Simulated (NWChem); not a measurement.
System: BiBr₃; SMILES [Br][Bi]([Br])[Br]

Output (shortened):

```
             Northwest Computational Chemistry Package (NWChem) 7.3.0
             --------------------------------------------------------

 C3  symmetry detected

                             Geometry "geometry" -> ""
                             -------------------------

 Output coordinates in angstroms (scale by  1.889725989 to convert to a.u.)

  No.       Tag          Charge          X              Y              Z
 ---- ---------------- ---------- -------------- -------------- --------------
    1 Bi                  83.0000    -0.00000000     0.00000000     0.68544559
    2 Br                  35.0000    -2.25874554    -0.44396498    -0.54182841
    3 Br                  35.0000     0.74488782     2.17811351    -0.54182841
    4 Br                  35.0000     1.51385772    -1.73414853    -0.54182841

 Effective nuclear repulsion energy (a.u.)    2255.6084859689

      Symmetry information
      --------------------

 Group name             C3
 Group number              5
 Group order               3
 No. of unique centers     2

                                 NWChem DFT Module
                                 -----------------

 Summary of "ao basis" -> "ao basis" (spherical)
 ------------------------------------------------------------------------------
       Tag                 Description            Shells   Functions and Types
 ---------------- ------------------------------  ------  ---------------------
 Bi                         def2-svp                10       26   4s4p2d
 Br                         def2-svp                12       32   5s4p3d

      Symmetry analysis of basis
      --------------------------

        a          42
        e+         40
        e-         40

  Rotation of axis

            General Information
            -------------------
          SCF calculation type: DFT
          Wavefunction type:  closed shell.
          No. of atoms     :     4
          No. of electrons :   128
           Alpha electrons :    64
            Beta electrons :    64
          Charge           :     0
          Spin multiplicity:     1
          Use of symmetry is: on ; symmetry adaption is: on
          Maximum number of iterations: 150
          AO basis - number of functions:   122
                     number of shells:    46
          Convergence on energy requested:  1.00D-06
          Convergence on density requested:  1.00D-05
          Convergence on gradient requested:  5.00D-04

              XC Information
              --------------
                         B3LYP Method XC Potential
                     Hartree-Fock (Exact) Exchange  0.200
                        Slater Exchange Functional  0.800 local
                    Becke 1988 Exchange Functional  0.720 non-local
              Lee-Yang-Parr Correlation Functional  0.810
                  VWN I RPA Correlation Functional  0.190 local

             Grid Information
             ----------------
          Grid used for XC integration:  medium
          Radial quadrature: Mura-Knowles
          Angular quadrature: Lebedev.
          Tag              B.-S. Rad. Rad. Pts. Rad. Cut. Ang. Pts.
          ---              ---------- --------- --------- ---------
          Bi                  1.60      123           8.0       590
          Br                  1.15      112          11.0       590
          Grid pruning is: on
          Number of quadrature shells:   235
          Spatial weights used:  Erf1

      Superposition of Atomic Density Guess
      -------------------------------------

 Sum of atomic energies:       -7961.67643819

      Non-variational initial energy
      ------------------------------

 Total energy =   -7930.041388
 1-e energy   =  -13072.363679
 2-e energy   =    4164.682045
 HOMO         =      -0.317596
 LUMO         =      -0.024047

      Symmetry analysis of molecular orbitals - initial
      -------------------------------------------------

  Numbering of irreducible representations:

     1 a           2 e+          3 e-

  Orbital symmetries:

     1 a           2 e+          3 e+          4 e+          5 e+
     6 a           7 a           8 e+          9 e+         10 e+
    11 e+         12 a          13 a          14 e+         15 e+
    16 e+         17 e+         18 a          19 a          20 e+
    21 e+         22 a          23 e+         24 e+         25 e+
    26 e+         27 a          28 a          29 e+         30 e+
    31 a          32 a          33 e+         34 e+         35 a
    36 e+         37 e+         38 e+         39 e+         40 a
    41 a          42 e+         43 e+         44 e+         45 e+
    46 a          47 e+         48 e+         49 e+         50 e+
    51 a          52 a          53 e+         54 e+         55 a
    56 e+         57 e+         58 a          59 e+         60 e+
    61 e+         62 e+         63 a          64 a          65 a
    66 e+         67 e+         68 a          69 e+         70 e+
    71 a          72 e+         73 e+         74 a

     ---------------------------------------------
      Total Density - Mulliken Population Analysis
     ---------------------------------------------

    Atom       Charge   Shell Charges
 -----------   ------   -------------------------------------------------------
    1 Bi  23    21.33   2.92 -0.87  1.23  0.61  4.71  1.25  0.79  0.56  9.75  0.35
    2 Br  35    35.56   2.00  2.00  2.00  1.38  0.59  6.00  5.99  2.40  3.20  8.23  1.73  0.05
    3 Br  35    35.56   2.00  2.00  2.00  1.38  0.59  6.00  5.99  2.40  3.20  8.23  1.73  0.05
    4 Br  35    35.56   2.00  2.00  2.00  1.38  0.59  6.00  5.99  2.40  3.20  8.23  1.73  0.05

   convergence    iter        energy       DeltaE   RMS-Dens  Diis-err
 ---------------- ----- ----------------- --------- --------- ---------
 d= 0,ls=0.0,diis     1  -7936.3305621510 -8.91D+03  2.12D-02  9.01D-01
 d= 0,ls=0.0,diis     2  -7936.0729998978  2.58D-01  1.35D-02  2.38D+00
 d= 0,ls=0.0,diis     3  -7936.4467479127 -3.74D-01  2.08D-03  3.12D-02
 d= 0,ls=0.0,diis     4  -7936.4522769121 -5.53D-03  5.13D-04  2.24D-03
 d= 0,ls=0.0,diis     5  -7936.4526767055 -4.00D-04  1.01D-04  1.99D-04
  Resetting Diis
 d= 0,ls=0.0,diis     6  -7936.4527015866 -2.49D-05  1.08D-05  1.01D-06
 d= 0,ls=0.0,diis     7  -7936.4527017637 -1.77D-07  4.06D-06  2.80D-08

         Total DFT energy =    -7936.452701763653
      One electron energy =   -13072.395534217834
           Coulomb energy =     4449.698041445443
    Exchange-Corr. energy =     -291.395454035895
 Nuclear repulsion energy =      977.640245044634

 Numeric. integr. density =      128.000000291223

                  Occupations of the irreducible representations
                  ----------------------------------------------

                     irrep           alpha         beta
                     --------     --------     --------
                     a                22.0         22.0
                     e+               42.0         42.0
                     e-                0.0          0.0

                       DFT Final Molecular Orbital Analysis
                       ------------------------------------

 Vector   62  Occ=2.000000D+00  E=-2.951604D-01  Symmetry=e+
              MO Center= -5.9D-01,  3.9D-01, -5.0D-01, r^2= 6.3D+00
   Bfn.  Coefficient  Atom+Function         Bfn.  Coefficient  Atom+Function
  ----- ------------  ---------------      ----- ------------  ---------------
    41      0.292844  2 Br px                43     -0.280691  2 Br pz
    38      0.254515  2 Br px                40     -0.252508  2 Br pz
    75      0.239634  3 Br pz                72      0.215573  3 Br pz
    74      0.212225  3 Br py                73      0.207782  3 Br px
    70      0.187446  3 Br px               105      0.186059  4 Br px

 Vector   63  Occ=2.000000D+00  E=-2.912482D-01  Symmetry=a
              MO Center=  1.1D-12, -1.1D-12, -5.3D-01, r^2= 6.7D+00
   Bfn.  Coefficient  Atom+Function         Bfn.  Coefficient  Atom+Function
  ----- ------------  ---------------      ----- ------------  ---------------
    42      0.352267  2 Br py                73      0.339692  3 Br px
    39      0.312025  2 Br py                70      0.300886  3 Br px
   105     -0.270453  4 Br px               102     -0.239556  4 Br px
   106     -0.236097  4 Br py               103     -0.209126  4 Br py
    36     -0.206743  2 Br py                67     -0.199363  3 Br px

 Vector   64  Occ=2.000000D+00  E=-2.893611D-01  Symmetry=a
              MO Center= -9.8D-14,  1.1D-14, -3.4D-01, r^2= 6.6D+00
   Bfn.  Coefficient  Atom+Function         Bfn.  Coefficient  Atom+Function
  ----- ------------  ---------------      ----- ------------  ---------------
    43      0.343433  2 Br pz                75      0.343433  3 Br pz
   107      0.343433  4 Br pz                40      0.290865  2 Br pz
    72      0.290865  3 Br pz               104      0.290865  4 Br pz
     3     -0.266398  1 Bi s                  4     -0.217513  1 Bi s
    13     -0.197276  1 Bi pz                37     -0.193942  2 Br pz

 Vector   65  Occ=0.000000D+00  E=-1.051219D-01  Symmetry=a
              MO Center=  1.7D-14, -3.2D-14,  3.2D-01, r^2= 5.2D+00
   Bfn.  Coefficient  Atom+Function         Bfn.  Coefficient  Atom+Function
  ----- ------------  ---------------      ----- ------------  ---------------
    16      0.628118  1 Bi pz                13      0.517869  1 Bi pz
     3     -0.502174  1 Bi s                 41      0.348513  2 Br px
    74     -0.336071  3 Br py               106      0.267570  4 Br py
     1      0.240778  1 Bi s                  7     -0.238790  1 Bi pz
   105     -0.233580  4 Br px                38      0.197184  2 Br px

[...]
```

Level: B3LYP/def2-SVP with def2 effective core potentials on Bi. All runs use the structure optimised with PBE0/def2-SVP. No frequency run checked for a minimum. def2 effective core potentials on Bi; no spin-orbit coupling.

### Question
Which NWChem input produces such a log?

### Answer
Several could match; the one computed here: the input that was run:
```
start job
memory heap 200 mb stack 900 mb global 1100 mb
geometry units angstroms noautoz
  Bi     0.000000     0.000000     0.658335
  Br    -1.353118    -1.862285    -0.568939
  Br    -0.936227     2.102978    -0.568939
  Br     2.289346    -0.240692    -0.568939
end
basis spherical
  Bi library def2-svp
  Br library def2-svp
end
ecp
  Bi library def2-ecp
end
dft
  xc b3lyp
  iterations 150
  mulliken
end
task dft energy
```
